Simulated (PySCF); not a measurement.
PySCF input for GaO, SMILES [O]=[Ga], multiplicity 2, TDA-CAM-B3LYP/def2-TZVPD. The structure is a stationary point at PBE0-D3(BJ)/def2-TZVPD.

```python
import numpy as np
from pyscf import gto, scf, dft, tdscf

mol = gto.M(
    atom='''
    Ga    0.00000000    0.00000000   -0.34982357
    O     0.00000000    0.00000000    1.35556633
    ''',
    basis='def2-TZVPD',
    charge=0,
    spin=1,
    max_memory=1600,
    verbose=4,
)
mf = dft.UKS(mol, xc='cam-b3lyp').density_fit(auxbasis='def2-universal-jkfit')
mf.grids.level = 3
mf.conv_tol = 1e-9
mf.max_cycle = 100
mf.kernel()
fine, coarse = mf.grids, dft.Grids(mol).set(level=1).build(with_non0tab=True)
for _ in range(3):  # follow internal instabilities
    mf.grids = coarse
    mo, _, stable, _ = mf.stability(return_status=True, nroots=4)
    mf.grids = fine
    if stable:
        break
    mf.kernel(mf.make_rdm1(mo, mf.mo_occ))
mf.grids = dft.Grids(mol).set(level=1).build(with_non0tab=True)  # coarser grid for the response kernel
td = tdscf.TDA(mf)
td.nstates = 10
td.conv_tol = 1e-4
td.positive_eig_threshold = 1e-6
td.kernel(x0=td.get_init_guess(mf, 15))
td.analyze()
```

Log of the run:

```
PySCF version 2.14.0

[INPUT] verbose = 4
[INPUT] num. atoms = 2
[INPUT] num. electrons = 39
[INPUT] charge = 0
[INPUT] spin (= nelec alpha-beta = 2S) = 1
[INPUT] symmetry False subgroup None
[INPUT] Mole.unit = angstrom
[INPUT] Symbol           X                Y                Z      unit          X                Y                Z       unit  Magmom
[INPUT]  1 Ga     0.000000000000   0.000000000000  -0.349823570000 AA    0.000000000000   0.000000000000  -0.661070739218 Bohr   0.0
[INPUT]  2 O      0.000000000000   0.000000000000   1.355566330000 AA    0.000000000000   0.000000000000   2.561649107382 Bohr   0.0

nuclear repulsion = 76.9536328954217
number of shells = 32
number of NR pGTOs = 161
number of NR cGTOs = 94
basis = def2-TZVPD
ecp = {}


[settings echo left out]
init E= -1999.56436475452
  alpha nocc = 20  HOMO = -0.26976000162005  LUMO = -0.0223701041097251
  beta  nocc = 19  HOMO = -0.437863850656456  LUMO = -0.269760001620043

WARN: HOMO -0.26976000162005 >= LUMO -0.269760001620043

cycle= 1 E= -1999.80693184401  delta_E= -0.243  |g|= 0.936  |ddm|= 1.02
  alpha nocc = 20  HOMO = -0.08778535057818  LUMO = 0.0232220340334974
  beta  nocc = 19  HOMO = -0.123543457626514  LUMO = -0.0546036504890779
  HOMO = -0.0877853505782  LUMO = -0.0546036504891  gap/eV = 0.90292
cycle= 2 E= -1995.57444083396  delta_E= 4.23  |g|= 2.63  |ddm|= 2.01
  alpha nocc = 20  HOMO = -0.350193954122082  LUMO = -0.0277022666079046
  beta  nocc = 19  HOMO = -0.386285829646685  LUMO = -0.180478698034278
  HOMO = -0.350193954122  LUMO = -0.180478698034  gap/eV = 4.61819
cycle= 3 E= -2000.08587372214  delta_E= -4.51  |g|= 0.38  |ddm|= 1.76
  alpha nocc = 20  HOMO = -0.304287851927244  LUMO = -0.0136151496454145
  beta  nocc = 19  HOMO = -0.297169147079561  LUMO = -0.140980932565519
  HOMO = -0.29716914708  LUMO = -0.140980932566  gap/eV = 4.25010
cycle= 4 E= -2000.13537873442  delta_E= -0.0495  |g|= 0.256  |ddm|= 0.364
  alpha nocc = 20  HOMO = -0.337702175649222  LUMO = -0.0126175952379712
  beta  nocc = 19  HOMO = -0.329336317103634  LUMO = -0.141785090651055
  HOMO = -0.329336317104  LUMO = -0.141785090651  gap/eV = 5.10353
cycle= 5 E= -2000.15115159627  delta_E= -0.0158  |g|= 0.0672  |ddm|= 0.104
  alpha nocc = 20  HOMO = -0.347781633941201  LUMO = -0.00886334300453086
  beta  nocc = 19  HOMO = -0.34000370495286  LUMO = -0.133442133888693
  HOMO = -0.340003704953  LUMO = -0.133442133889  gap/eV = 5.62083
cycle= 6 E= -2000.15343552769  delta_E= -0.00228  |g|= 0.0422  |ddm|= 0.0569
  alpha nocc = 20  HOMO = -0.349815958323306  LUMO = -0.00839991794985915
  beta  nocc = 19  HOMO = -0.348383434987819  LUMO = -0.128658080972372
  HOMO = -0.348383434988  LUMO = -0.128658080972  gap/eV = 5.97903
cycle= 7 E= -2000.15497838043  delta_E= -0.00154  |g|= 0.00739  |ddm|= 0.0682
  alpha nocc = 20  HOMO = -0.349765941526131  LUMO = -0.00854975733209541
  beta  nocc = 19  HOMO = -0.34990089620831  LUMO = -0.127278518910039
  HOMO = -0.349765941526  LUMO = -0.12727851891  gap/eV = 6.05419
cycle= 8 E= -2000.15513864104  delta_E= -0.00016  |g|= 0.00222  |ddm|= 0.0284
  alpha nocc = 20  HOMO = -0.349259524111878  LUMO = -0.00834853145401436
  beta  nocc = 19  HOMO = -0.349603346067115  LUMO = -0.126780743755234
  HOMO = -0.349259524112  LUMO = -0.126780743755  gap/eV = 6.05396
cycle= 9 E= -2000.15515957384  delta_E= -2.09e-05  |g|= 0.000763  |ddm|= 0.0103
  alpha nocc = 20  HOMO = -0.349192167637373  LUMO = -0.00835970130835825
  beta  nocc = 19  HOMO = -0.34968026001029  LUMO = -0.126651706129493
  HOMO = -0.349192167637  LUMO = -0.126651706129  gap/eV = 6.05563
cycle= 10 E= -2000.1551622665  delta_E= -2.69e-06  |g|= 0.000347  |ddm|= 0.00473
  alpha nocc = 20  HOMO = -0.349177640720836  LUMO = -0.00835045780027093
  beta  nocc = 19  HOMO = -0.349725670277192  LUMO = -0.126658870079538
  HOMO = -0.349177640721  LUMO = -0.12665887008  gap/eV = 6.05504
cycle= 11 E= -2000.15516237684  delta_E= -1.1e-07  |g|= 6.5e-05  |ddm|= 0.000659
  alpha nocc = 20  HOMO = -0.349180327050436  LUMO = -0.00834702711625367
  beta  nocc = 19  HOMO = -0.349703333986772  LUMO = -0.126675123295811
  HOMO = -0.34918032705  LUMO = -0.126675123296  gap/eV = 6.05467
cycle= 12 E= -2000.1551623929  delta_E= -1.61e-08  |g|= 2.95e-05  |ddm|= 0.00027
  alpha nocc = 20  HOMO = -0.3491845266208  LUMO = -0.00834808114891841
  beta  nocc = 19  HOMO = -0.34968526089657  LUMO = -0.126671225857145
  HOMO = -0.349184526621  LUMO = -0.126671225857  gap/eV = 6.05490
cycle= 13 E= -2000.15516239515  delta_E= -2.24e-09  |g|= 1.14e-05  |ddm|= 8.68e-05
  alpha nocc = 20  HOMO = -0.349185491729405  LUMO = -0.0083477042526151
  beta  nocc = 19  HOMO = -0.349683785485881  LUMO = -0.126670797776569
  HOMO = -0.349185491729  LUMO = -0.126670797777  gap/eV = 6.05493
cycle= 14 E= -2000.15516239536  delta_E= -2.09e-10  |g|= 2.54e-06  |ddm|= 3.02e-05
  alpha nocc = 20  HOMO = -0.349185770848085  LUMO = -0.00834783098682547
  beta  nocc = 19  HOMO = -0.349684552394173  LUMO = -0.12667120906891
  HOMO = -0.349185770848  LUMO = -0.126671209069  gap/eV = 6.05493
Extra cycle  E= -2000.15516239536  delta_E= 4.55e-13  |g|= 3.22e-06  |ddm|= 2.91e-06
converged SCF energy = -2000.15516239536  <S^2> = 0.76428264  2S+1 = 2.014232
tot grids = 12600
uhf_internal: lowest eigs of H = [0.02925701 0.02925905 0.20925833 0.29518211]
<class 'pyscf.df.df_jk.DFUKS'> wavefunction is stable in the internal stability analysis
tot grids = 12600
Overwritten attributes  positive_eig_threshold  of <class 'pyscf.tdscf.uks.TDA'>


******** <class 'pyscf.tdscf.uks.TDA'> for <class 'pyscf.df.df_jk.DFUKS'> ********
nstates = 10
deg_eia_thresh = 1.000e-03
wfnsym = None
conv_tol = 0.0001
eigh lindep = 1e-12
eigh level_shift = 0
eigh max_cycle = 100


Excitation energies (eV)
[0.64464116 0.64464116 3.64518323 4.95006575 5.00217639 5.00217639
 5.13224505 5.13225934 5.35671671 5.5943055 ]

** Excitation energies and oscillator strengths **
Excited State   1:      0.64464 eV   1923.31 nm  f=0.0009
      18b ->   20b      0.84766
      19b ->   20b      0.50005
Excited State   2:      0.64464 eV   1923.31 nm  f=0.0009
      18b ->   20b      0.50005
      19b ->   20b     -0.84766
Excited State   3:      3.64518 eV    340.13 nm  f=0.0743
      18a ->   21a     -0.20825
      19a ->   22a     -0.20825
      17b ->   20b     -0.90589
      18b ->   22b     -0.13478
      19b ->   21b     -0.13478
Excited State   4:      4.95007 eV    250.47 nm  f=0.0001
      18a ->   21a      0.44099
      18a ->   22a      0.12406
      19a ->   21a     -0.12406
      19a ->   22a      0.44099
      18b ->   21b      0.18077
      18b ->   22b     -0.47469
      18b ->   28b     -0.11287
      19b ->   21b     -0.47469
      19b ->   22b     -0.18077
      19b ->   29b     -0.11287
Excited State   5:      5.00218 eV    247.86 nm  f=0.0521
      20a ->   21a      0.26707
      20a ->   22a     -0.89936
      17b ->   21b      0.30047
Excited State   6:      5.00218 eV    247.86 nm  f=0.0521
      20a ->   21a      0.89936
      20a ->   22a      0.26707
      17b ->   22b     -0.30047
Excited State   7:      5.13225 eV    241.58 nm  f=0.0000
      18a ->   22a      0.35220
      19a ->   21a      0.35220
      18b ->   21b     -0.50060
      18b ->   22b      0.31064
      19b ->   21b     -0.31064
      19b ->   22b     -0.50060
Excited State   8:      5.13226 eV    241.58 nm  f=0.0000
      18a ->   21a      0.35219
      19a ->   22a     -0.35219
      18b ->   21b     -0.31064
      18b ->   22b     -0.50060
      19b ->   21b      0.50060
      19b ->   22b     -0.31064
Excited State   9:      5.35672 eV    231.46 nm  f=0.0000
      18b ->   21b     -0.64714
      18b ->   22b     -0.24644
      18b ->   29b     -0.12977
      19b ->   21b     -0.24644
      19b ->   22b      0.64714
      19b ->   28b      0.12977
Excited State  10:      5.59431 eV    221.63 nm  f=0.0000
      18a ->   21a     -0.18832
      18a ->   22a      0.66944
      18a ->   29a      0.11325
      19a ->   21a     -0.66944
      19a ->   22a     -0.18832
      19a ->   28a     -0.11325

** Transition electric dipole moments (AU) **
state          X           Y           Z        Dip. S.      Osc.
  1        -0.2344     -0.0172     -0.0000      0.0552      0.0009
  2        -0.0172      0.2344      0.0000      0.0552      0.0009
  3        -0.0000      0.0000     -0.9119      0.8316      0.0743
  4         0.0000     -0.0000      0.0224      0.0005      0.0001
  5         0.0471     -0.6506     -0.0000      0.4255      0.0521
  6         0.6506      0.0471     -0.0000      0.4255      0.0521
  7         0.0000     -0.0000      0.0000      0.0000      0.0000
  8         0.0000     -0.0000     -0.0000      0.0000      0.0000
  9         0.0000     -0.0000      0.0000      0.0000      0.0000
 10        -0.0000      0.0000     -0.0000      0.0000      0.0000

** Transition velocity dipole moments (imaginary part, AU) **
state          X           Y           Z        Dip. S.      Osc.
  1        -0.0115     -0.0008     -0.0000      0.0001      0.0037
  2        -0.0008      0.0115     -0.0000      0.0001      0.0037
  3         0.0000     -0.0000     -0.0050      0.0000      0.0001
  4         0.0000     -0.0000      0.0055      0.0000      0.0001
  5         0.0045     -0.0627     -0.0000      0.0040      0.0143
  6         0.0627      0.0045     -0.0000      0.0040      0.0143
  7         0.0000     -0.0000      0.0000      0.0000      0.0000
  8         0.0000     -0.0000      0.0000      0.0000      0.0000
  9        -0.0000     -0.0000     -0.0000      0.0000      0.0000
 10        -0.0000      0.0000     -0.0000      0.0000      0.0000

** Transition magnetic dipole moments (imaginary part, AU) **
state          X           Y           Z
  1         0.0330     -0.4488      0.0000
  2        -0.4488     -0.0330     -0.0000
  3        -0.0000      0.0000      0.0000
  4         0.0000      0.0000      0.0000
  5         0.7792      0.0564      0.0000
  6        -0.0564      0.7792      0.0000
  7         0.0000      0.0000      0.0000
  8         0.0000      0.0000     -0.0000
  9         0.0000      0.0000      0.0000
 10        -0.0000      0.0000     -0.0000
```

The calculation finished and met its thresholds.

Cost: about 60 core-seconds (a rough figure).
